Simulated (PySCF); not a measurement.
Homolysis of single bonds, series B Cl-H. All species are isolated molecules in the gas phase. Strings in code marks are SMILES.

The highest occupied spin orbital from two functionals at the same geometries (B3LYP-D3(BJ)/def2-TZVP), both in PySCF: PBE-D3(BJ)/def2-TZVP and ωB97X-D3(BJ)/def2-TZVP. 

```csv
species,PBE-D3(BJ)/def2-TZVP (eV)
radical fragment (`Cl[B]Cl`),-5.13
radical fragment (`[BH]Cl`),-4.86
radical fragment (`[BH2]`),-4.91
```

**Question.** What does ωB97X-D3(BJ)/def2-TZVP give for each?

**Answer.** 
- radical fragment (`Cl[B]Cl`): -8.76
- radical fragment (`[BH]Cl`): -8.50
- radical fragment (`[BH2]`): -8.50
Over these rows, drawn at random from the members with no instability flagged (it was tested for open shells, ions and some series alone), PBE minus ωB97X-D3(BJ): mean +3.62 eV, from +3.58 eV to +3.64 eV.
